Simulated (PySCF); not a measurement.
C4H12Ge, charge -1, doublet, geometry from GFN2-xTB (a state made from the parent by changing its charge; the spin is typed, not shown lowest) (in this run its highest filled SCF level lies above zero, so its values depend strongly on the basis, on diffuse functions most of all); R2SCAN/STO-3G run with PySCF.

Here is a job for PySCF.
```python
from pyscf import gto, scf, dft

mol = gto.M(
    atom='''
C    -0.186286   -1.922579   -1.315854
Ge   -0.043108    0.117933   -0.298138
C     0.043270    2.313839    0.326738
C    -1.379366   -0.382288    1.169763
C     1.654831   -0.371325    0.735387
H    -1.143345   -2.031320   -1.820157
H    -0.092472   -2.700195   -0.564643
H     0.608953   -2.039585   -2.047939
H     0.212844    2.370881    1.397157
H    -0.892168    2.814403    0.089180
H     0.853044    2.825525   -0.187611
H    -2.412258   -0.242779    0.849574
H    -1.269378   -1.425715    1.458294
H    -1.231619    0.227967    2.058448
H     1.671312   -1.430876    0.982533
H     2.558844   -0.158252    0.164241
H     1.720991    0.190199    1.665119
''',
    basis='sto-3g',
    charge=-1,
    spin=1,
    verbose=5,
)

mf = dft.UKS(mol)
mf.xc = 'r2scan'
mf.grids.becke_scheme = dft.gen_grid.stratmann
mf.kernel()
```

It wrote (shortened):

```
PySCF version 2.14.0

[INPUT] verbose = 5
[INPUT] max_memory = 4000
[INPUT] num. atoms = 17
[INPUT] num. electrons = 69
[INPUT] charge = -1
[INPUT] spin (= nelec alpha-beta = 2S) = 1
[INPUT] symmetry False subgroup None
[INPUT] Mole.unit = angstrom
[INPUT] Symbol           X                Y                Z      unit          X                Y                Z       unit  Magmom
[...]
[INPUT] ---------------- BASIS SET ----------------
[INPUT] l, kappa, [nprim/nctr], expnt,             c_1 c_2 ...
[INPUT] H
[...]
                                0.62391373        0.53532814
                                0.1688554         0.44463454
[INPUT] Ge
[...]
                                400.0741292       0.5353281423
                                108.2756726       0.4446345422
[...]
                                41.91853304       0.3995128261
                                13.63320795       0.7001154689
[...]
                                4.33043264        0.2175436044
                                1.670815538       0.9166769611
[...]
                                0.363834215       0.0196064117
                                0.1606730254      1.131034442
[...]
                                41.91853304       0.6076837186
                                13.63320795       0.3919573931
[...]
                                4.33043264        0.5777664691
                                1.670815538       0.4846460366
[...]
                                0.363834215       0.5715227604
                                0.1606730254      0.5498949471
[...]
                                4.33043264        0.6555473627
                                1.670815538       0.286573259
[INPUT] C
[...]
                                13.045096         0.53532814
                                3.5305122         0.44463454
[...]
                                0.6834831         0.39951283
                                0.2222899         0.70011547
[...]
                                0.6834831         0.60768372
                                0.2222899         0.39195739

nuclear repulsion = 373.553954205826
number of shells = 32
number of NR pGTOs = 150
number of NR cGTOs = 50
basis = sto-3g
ecp = {}

******** <class 'pyscf.dft.uks.UKS'> ********
method = UKS
initial guess = minao
damping factor = 0
level_shift factor = 0
DIIS = <class 'pyscf.scf.diis.CDIIS'>
diis_start_cycle = 1
diis_space = 8
diis_damp = 0
SCF conv_tol = 1e-09
SCF conv_tol_grad = None
SCF max_cycles = 50
direct_scf = True
direct_scf_tol = 1e-13
number electrons alpha = 35  beta = 34
XC library pyscf.dft.libxc version 7.1.2
    S. Lehtola, C. Steigemann, M. J. T. Oliveira, and M. A. L. Marques,  SoftwareX 7, 1–5 (2018)
XC functionals = r2scan
    J. W. Furness, A. D. Kaplan, J. Ning, J. P. Perdew, and J. Sun,  J. Phys. Chem. Lett. 11, 8208–8215 (2020)
    J. W. Furness, A. D. Kaplan, J. Ning, J. P. Perdew, and J. Sun,  J. Phys. Chem. Lett. 11, 9248–9248 (2020)
    J. W. Furness, A. D. Kaplan, J. Ning, J. P. Perdew, and J. Sun,  J. Phys. Chem. Lett. 11, 8208–8215 (2020)
    J. W. Furness, A. D. Kaplan, J. Ning, J. P. Perdew, and J. Sun,  J. Phys. Chem. Lett. 11, 9248–9248 (2020)
radial grids:
    Treutler-Ahlrichs [JCP 102, 346 (1995); DOI:10.1063/1.469408] (M4) radial grids

becke partition: Stratmann, Scuseria, Frisch. CPL, 257, 213 (1996); DOI:10.1016/0009-2614(96)00600-8
pruning grids: <function nwchem_prune>
grids dens level: 3
symmetrized grids: False
atomic radii adjust function: <function treutler_atomic_radii_adjust>
small_rho_cutoff = 0
Set gradient conv threshold to 3.16228e-05
atom C rad-grids = 75, ang-grids = [ 50  50  50  50  50  50  50  50  50  50  50  50  50  50  50  50  50  50
  50  50  50  50  86  86  86  86  86  86  86  86  86  86 266 266 266 266
 266 266 302 302 302 302 302 302 302 302 302 302 302 302 302 302 302 302
 302 302 302 302 266 266 266 266 266 266 266 266 266 266 266 266 266 266
 266 266 266]
[...]
[-3.93231565e+02 -4.74839627e+01 -4.31138882e+01 -4.31113411e+01
 -4.31108058e+01 -9.59052798e+00 -9.59038415e+00 -9.56291316e+00
 -9.56277664e+00 -5.17635140e+00 -3.38712227e+00 -3.38341915e+00
 -3.37964500e+00 -4.17621120e-01 -3.97853264e-01 -3.87483120e-01
 -3.84001428e-01 -1.35550083e-01 -1.33550070e-01 -1.26621818e-01
 -1.19211909e-01 -1.14278241e-01 -1.04707726e-01 -1.04519045e-01
 -9.91459824e-02 -9.85836176e-02  1.81279706e-02  3.72996716e-02
  5.51703073e-02  1.76977732e-01  1.87179220e-01  1.88239763e-01
  1.89876968e-01  1.90367938e-01  2.45924393e-01  4.61765714e-01
  4.91777965e-01  5.29344098e-01  6.46137764e-01  6.52692278e-01
  6.54222777e-01  6.55064302e-01  6.61427665e-01  6.69593406e-01
  6.72986423e-01  6.73729192e-01  6.80959074e-01  6.85929541e-01
  6.91260262e-01  6.96946450e-01]
  beta  mo_energy =
[-3.93231038e+02 -4.74812281e+01 -4.31101139e+01 -4.31098496e+01
 -4.31090441e+01 -9.59090431e+00 -9.59075957e+00 -9.55666187e+00
 -9.55653594e+00 -5.16938000e+00 -3.37751752e+00 -3.37748676e+00
 -3.37292369e+00 -4.16829428e-01 -3.98386257e-01 -3.76077598e-01
 -3.73760794e-01 -1.33422262e-01 -1.32566825e-01 -1.21726254e-01
 -1.18140007e-01 -1.13364365e-01 -1.00653093e-01 -9.92585693e-02
 -9.55361231e-02 -9.39944025e-02  1.95598293e-02  6.55121780e-02
  7.95497562e-02  1.89634218e-01  1.92668149e-01  1.96530134e-01
  1.99013540e-01  1.99445749e-01  3.01652484e-01  4.74625947e-01
  5.22611507e-01  5.33397218e-01  6.48116235e-01  6.54373098e-01
  6.55404742e-01  6.59961661e-01  6.62264108e-01  6.79111486e-01
  6.80212586e-01  6.82151504e-01  6.89277674e-01  6.90084294e-01
  6.98258200e-01  7.03032847e-01]
multiplicity <S^2> = 0.75726396  2S+1 = 2.0072508
nelec by numeric integration = [34.99999472 33.99999554]
E1 = -3851.2675305674456  E2 = 1267.0978663484073  Ecoul = 1373.5085850979897  Exc = -106.41071874958236
cycle= 12 E= -2210.61571001321  delta_E= -5.46e-11  |g|= 1.15e-06  |ddm|= 2.08e-05
  alpha mo_energy =
[-3.93231565e+02 -4.74839624e+01 -4.31138878e+01 -4.31113409e+01
 -4.31108055e+01 -9.59052824e+00 -9.59038441e+00 -9.56291364e+00
 -9.56277711e+00 -5.17635138e+00 -3.38712211e+00 -3.38341924e+00
 -3.37964503e+00 -4.17621129e-01 -3.97853230e-01 -3.87483275e-01
 -3.84001549e-01 -1.35550254e-01 -1.33550012e-01 -1.26621956e-01
 -1.19211885e-01 -1.14278326e-01 -1.04707898e-01 -1.04519141e-01
 -9.91460857e-02 -9.85836663e-02  1.81276733e-02  3.72992736e-02
  5.51699656e-02  1.76977749e-01  1.87179273e-01  1.88239737e-01
  1.89877044e-01  1.90367852e-01  2.45924094e-01  4.61765344e-01
  4.91777603e-01  5.29343821e-01  6.46137818e-01  6.52692161e-01
  6.54222747e-01  6.55064333e-01  6.61427540e-01  6.69593205e-01
  6.72986235e-01  6.73729001e-01  6.80958882e-01  6.85929601e-01
  6.91260266e-01  6.96946491e-01]
  beta  mo_energy =
[-3.93231038e+02 -4.74812278e+01 -4.31101137e+01 -4.31098493e+01
 -4.31090438e+01 -9.59090455e+00 -9.59075981e+00 -9.55666237e+00
 -9.55653643e+00 -5.16938005e+00 -3.37751761e+00 -3.37748678e+00
 -3.37292378e+00 -4.16829395e-01 -3.98386174e-01 -3.76077785e-01
 -3.73760955e-01 -1.33422382e-01 -1.32566677e-01 -1.21726388e-01
 -1.18139876e-01 -1.13364353e-01 -1.00653328e-01 -9.92587326e-02
 -9.55362870e-02 -9.39945094e-02  1.95597717e-02  6.55117084e-02
  7.95494695e-02  1.89634240e-01  1.92668207e-01  1.96530016e-01
  1.99013429e-01  1.99445623e-01  3.01651861e-01  4.74625627e-01
  5.22611110e-01  5.33397057e-01  6.48116369e-01  6.54373194e-01
  6.55404800e-01  6.59961641e-01  6.62264081e-01  6.79111168e-01
  6.80212571e-01  6.82151265e-01  6.89277564e-01  6.90084061e-01
  6.98258194e-01  7.03032835e-01]
multiplicity <S^2> = 0.75726375  2S+1 = 2.0072506
nelec by numeric integration = [34.99999472 33.99999554]
E1 = -3851.26750929459  E2 = 1267.0978450755522  Ecoul = 1373.5085624790192  Exc = -106.41071740346709
Extra cycle  E= -2210.61571001321  delta_E=    0  |g|= 7.95e-07  |ddm|= 4.71e-06
converged SCF energy = -2210.61571001321  <S^2> = 0.75726375  2S+1 = 2.0072506
```
